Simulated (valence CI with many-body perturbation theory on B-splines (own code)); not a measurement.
Energy levels of Re XLV

Level of theory: relativistic CI+MBPT: three valence electrons over a frozen Dirac-Fock core [Ar] 3d10, radial functions for each j: 11 s, 11 p, 10 d, 8 f, 5 g, 2 h, with the one-electron correlation potential Σ1, the two-electron term Σ2, the three-electron term Σ3, Breit, model QED; selected CI, second order for the rest, scaled by the run's own slope (own B-spline code, finite nucleus).

No measured spectrum was set against this ion. As an estimate, large intervals hold to a few tenths of a per cent, small ones and those within an open d or f shell to about a per cent.

Levels 181 to 187 of 187, with energies above the lowest level, (4s^2 4p1/2) J=1/2. "Leading %" is the weight of the configuration and term that name the level; weights of strongly mixed levels are sums over their largest components and can fall short. In the jj column 3d3/2^4 stands for four electrons in 3d with j = 3/2. Lifetimes count E1, E2, E3, M1 and M2 decay at the calculated energies, and are blank where another channel may lead or the interval is too uncertain; long ones can be off by a factor of two.

```tsv
No.	Configuration	Term	J	E (× 10³ cm⁻¹)	Leading %	Lifetime	g	Second component	Leading jj
181	4s4d4f	⁴G°	9/2	6867.0	34	754 fs	1.139	24 % 4p4d² ⁴G°	4p3/2 4d3/2 4d5/2 (38 %)
182	4s4d4f	⁴P°	3/2	6873.9	27	1.13 ps	1.278	24 % 4s4d4f ²D°	4s 4d5/2 4f7/2 (66 %)
183	4p4d²	²F°	7/2	6880.7	24	607 fs	1.139	22 % 4s4d4f ²G°	4p3/2 4d3/2 4d5/2 (48 %)
184	4s4d4f	²G°	9/2	6882.2	22	892 fs	1.105	20 % 4s4d4f ²H°	4p3/2 4d3/2 4d5/2 (38 %)
185	4s4d4f	²F°	7/2	6889.2	51	1.61 ps	1.205	18 % 4s4d4f ⁴D°	4s 4d5/2 4f7/2 (70 %)
186	4p4d²	⁴P°	5/2	6891.4	30	683 fs	1.373	28 % 4p4d² ⁴D°	4p3/2 4d3/2 4d5/2 (72 %)
187	4s4d4f	²H°	11/2	6892.7	51	1.63 ps	1.148	29 % 4s4d4f ⁴G°	4s 4d5/2 4f7/2 (75 %)
```

Where two levels of one J and parity lie close, their mixing, g and order are uncertain.
